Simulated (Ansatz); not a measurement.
C₃H₇AlO. Charge 0, multiplicity 1. The bonds changed during the relaxation, so this is another structure than the one it started from. Geometry: relaxed with PBE0-D4/def2-TZVP.

```xyz
12

C     0.367   -1.039   -1.193
C    -0.220   -0.266   -0.066
Al   -1.038    1.501    0.111
C     0.407   -0.348    1.252
O     0.753    0.843    0.518
H     0.314   -0.486   -2.133
H    -0.224   -1.952   -1.319
H     1.406   -1.330   -1.008
H    -1.034    2.447   -1.159
H    -1.829    1.795    1.455
H     1.269   -0.999    1.386
H    -0.170   -0.167    2.156
```

Question: What is the dipole moment at ωB97M-V/def2-TZVPP? (Estimate.)

Answer: The calculation gave: 2.60 D, with components (0.68, -2.49, 0.24) D in this frame, pointing from negative to positive charge.

Question: And with PBE, r2SCAN, B3LYP? (An estimate is asked.)

Answer: The calculation gave: PBE 2.55 D, r2SCAN 2.62 D, B3LYP 2.59 D.

Question: Give the Mulliken charges with ωB97M-V, B3LYP, PBE in def2-TZVPP. (Best estimate.)

Answer: Ansatz gave: 
```csv
atom,ωB97M-V,B3LYP,PBE
C1,-0.30,-0.25,-0.26
C2,-0.05,0.00,0.00
Al3,0.36,0.41,0.30
C4,-0.01,0.03,0.03
O5,-0.28,-0.30,-0.22
H6,0.11,0.10,0.10
H7,0.11,0.09,0.09
H8,0.10,0.08,0.08
H9,-0.13,-0.16,-0.14
H10,-0.15,-0.18,-0.15
H11,0.10,0.09,0.07
H12,0.11,0.10,0.09
```

B3LYP here is the variant with VWN-RPA as its local correlation; programs differ in this.
